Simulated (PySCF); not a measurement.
HO3Ta, SMILES [OH][Ta](=[O])=[O], multiplicity 1.

Geometry: PBE0-D3(BJ)/def2-SVP. The geometry has at least one imaginary mode, so it is a saddle point at that level. The spin state was assumed, not searched. The def2 effective core potentials stand for the cores of Ta; spin–orbit coupling is left out. The values are those of a single conformer.

All values below come from PySCF 2.14.0 with TDDFT-PBE/def2-SVPD.

Vertical excitations. Isolated molecule, no solvent. State labels are in the subgroup Cs.

Computed lowest excited states:
```
state  symmetry  energy (eV)  λ (nm)      f                          main pairs
-----  --------  -----------  ------  -----  ----------------------------------
S1           A"         2.14     580  0.001                     HOMO→LUMO 100 %
S2           A"         3.16     392  0.003                    HOMO−1→LUMO 99 %
S3           A'         3.27     379  0.004                   HOMO−2→LUMO 100 %
S4           A'         3.70     335  0.008                    HOMO−3→LUMO 98 %
S5           A"         4.34     286  0.006  HOMO−4→LUMO 77 %, HOMO→LUMO+1 23 %
S6           A"         4.48     277  0.019  HOMO→LUMO+1 75 %, HOMO−4→LUMO 22 %
S7           A'         4.56     272  0.001                    HOMO−5→LUMO 98 %
S8           A'         4.93     251  0.022                    HOMO−6→LUMO 95 %
S9           A"         4.94     251  0.000                    HOMO−7→LUMO 99 %
S10          A'         5.11     243  0.002                    HOMO→LUMO+2 99 %
T1           A"         2.05     605      0                     HOMO→LUMO 100 %
T2           A"         3.02     410      0                    HOMO−1→LUMO 99 %
T3           A'         3.10     401      0                    HOMO−2→LUMO 99 %
T4           A'         3.24     382      0                    HOMO−3→LUMO 98 %
```
Triplets are in the Tamm–Dancoff approximation, which puts them higher than full response would, so one can lie above its singlet here.
